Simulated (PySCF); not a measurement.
Si(Me)(SH)3 (CH6S3Si), SMILES C[Si](S)(S)S. Geometry optimised at r2SCAN-D4/def2-SVP. The values are those of a single conformer.

Computed equilibrium geometry at r2SCAN-D4/def2-SVP (PySCF confirms it by a frequency run) as a Z-matrix (one conformer of several):
```
Si
C 1 1.8664
H 2 1.1010 1 110.38
H 2 1.1017 3 108.46 1 -120.70
H 2 1.1022 3 108.40 4 -117.50
S 1 2.1474 2 105.49 3 -177.51
H 6 1.3522 1 94.41 2 -176.30
S 1 2.1496 2 114.12 3 -60.41
H 8 1.3541 1 94.50 2 75.73
S 1 2.1561 2 111.36 3 57.87
H 10 1.3539 1 94.46 2 45.95
```
